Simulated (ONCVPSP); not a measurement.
## What one change does to a pseudopotential (nitrogen, ONCV)

N (Z = 7), optimised norm-conserving Vanderbilt (ONCV), made with ONCVPSP 4.0.1 (PBE, fully relativistic). Core [He], reference 2s1.75 2p3.25. Waves: 2s: rc 0.90 bohr, ncon 4, nbas 8, qcut 5.8 1/bohr, local; 2p: rc 1.65 bohr, ncon 5, nbas 8, qcut 9.5 1/bohr, 2 projectors, debl 2.7 Ha. Local part: the s channel. Core correction: polynomial model core, fcfact 0.75.

Open shells are filled in proportion to 2j + 1.

All-electron outer shells of the reference configuration (PBE, scalar-relativistic, ld1.x):

```tsv
shell	level (eV)	outermost node (bohr)	outermost maximum (bohr)
1s	-384.93	–	0.15
2s	-18.70	0.32	1.02
2p	-7.20	–	0.98
```

Change: s: ncon 3, nbas 7.

Cutoffs: the cutoffs (Ha) at which the residual kinetic energy of the hardest occupied pseudo-wave falls to 1 and 0.1 mHa per electron; they do not see the model core or the augmentation charge, which bear on the density cutoff. Errors are all-electron minus pseudo energies relative to the spin-unpolarised reference configuration.

What does the change do?

The potential gets softer (104 Ha and 203 Ha → 90 Ha and 180 Ha); of the 4 tests that both files solve, the error grows in 0 and shrinks in 1 by more than 15 % and 0.3 meV (median size 14.2 → 14.8 meV); neither file shows a bound ghost.

```tsv
quantity	base	changed
cutoff, loose	104 Ha	90 Ha
cutoff, tight	203 Ha	180 Ha
loose cutoff by channel	s 104 Ha, p 28 Ha	s 90 Ha, p 28 Ha
bound ghosts	none	none
GHOST(+) flags under 300 eV	none	none
error for 2s2 2p3, meV [ΔE -2.87 eV]	+0.5	+0.1
error for 2s2 2p2, meV [ΔE 10.72 eV]	+23	+24
error for 2s2 2p1, meV [ΔE 39.57 eV]	+156	+167
error for 2s2 2p2.5, meV [ΔE 2.22 eV]	+5.6	+5.5
s: phases at 0.91 bohr within 0.05 rad from the reference energy up to (Ha; the scan ends near 5)	to the end of the scan	to the end of the scan
p3/2: phases at 1.67 bohr within 0.05 rad from the reference energy up to (Ha; the scan ends near 5)	to the end of the scan	to the end of the scan
p1/2: phases at 1.67 bohr within 0.05 rad from the reference energy up to (Ha; the scan ends near 5)	to the end of the scan	to the end of the scan
rms error of d²Exc/dni dnj with the model core, mHa	8.22	8.16
```
